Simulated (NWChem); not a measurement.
# BeH₂S₂; SMILES [SH][Be][SH]

```xyz
5

Be     0.0000     0.0000     0.0406
S     -0.0305    -1.9036     0.0513
H      0.9273    -1.9865    -0.9023
S      0.0305     1.9036     0.0513
H     -0.9273     1.9865    -0.9023
```
Atoms are numbered in this order, from 1.

Structure relaxed at the PBE0/def2-SVP level.

Symmetry labels are those of C2 in the frame above (b1 and b2, or b-type labels, depend on it).

Q: List the 4 lowest vertical singlet excitations from B3LYP/def2-SVPD, TDA (NWChem).

A: 
```json
[
 {"state": "S1", "energy (eV)": "5.59", "oscillator strength": "0.003", "symmetry": "b", "leading excitation (squared amplitude)": "HOMO → LUMO (0.49)"},
 {"state": "S2", "energy (eV)": "5.60", "oscillator strength": "0.004", "symmetry": "a", "leading excitation (squared amplitude)": "HOMO → LUMO+1 (0.48)"},
 {"state": "S3", "energy (eV)": "5.97", "oscillator strength": "0.056", "symmetry": "b", "leading excitation (squared amplitude)": "HOMO → LUMO+2 (0.49)"},
 {"state": "S4", "energy (eV)": "5.98", "oscillator strength": "0.049", "symmetry": "a", "leading excitation (squared amplitude)": "HOMO−1 → LUMO+2 (0.53)"}
]
```
